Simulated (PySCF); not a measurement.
The multiplicity is imposed and other spin states were not computed.

B3LYP has the VWN-RPA correlation part, as in Gaussian. 

**[Zn(Cl)] (charge 0, multiplicity 2)**

The numbers are results of B3LYP-D3(BJ)/def2-TZVP // r2SCAN-D4/def2-SVP (PySCF), not measurements.

| Quantity | Result |
|---|---|
| highest occupied spin orbital | -6.41 eV |
| dipole moment | 2.63 D |
| charge on the central atom (Mulliken) | 0.35 e |
| charge on the central atom (meta-Löwdin) | 0.68 e |
| spin population on the central atom (Mulliken) | 0.84 |
| total energy | -60945.24 eV |
| cost | roughly 30 core-seconds |

Bond lengths (Å): Zn1–Cl2 2.152.
Charge 0, spin multiplicity 2.
